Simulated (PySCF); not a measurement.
Computed shifts of a molecule C2H5F3Si, PySCF with PBE0/pcSseg-1, GIAO, gas phase, equivalent atoms averaged, in ppm (number of nuclei): ¹³C: 8.2 (1), 5.2 (1). ²⁹Si: -44.6 (1). ¹⁹F: -152.9 (3). ¹H: 1.40 (3), 1.02 (2). References: ¹³C against TMS (σ = 186.3 ppm); ²⁹Si against TMS (σ = 352.7 ppm); ¹⁹F against CFCl3 (σ = 167.2 ppm); ¹H against TMS (σ = 31.56 ppm), references at their B3LYP-D3(BJ)/def2-TZVP geometries, non-relativistic. The structure is a stationary point at PBE0-D3(BJ)/def2-SVP. The values are those of a single conformer.

Which molecule gave these data?
A. CC[Si](F)(F)F
B. C[Si@@H](F)C(F)F
C. C[C@@H](F)[SiH](F)F
D. FC[SiH2]C(F)F

A, CC[Si](F)(F)F
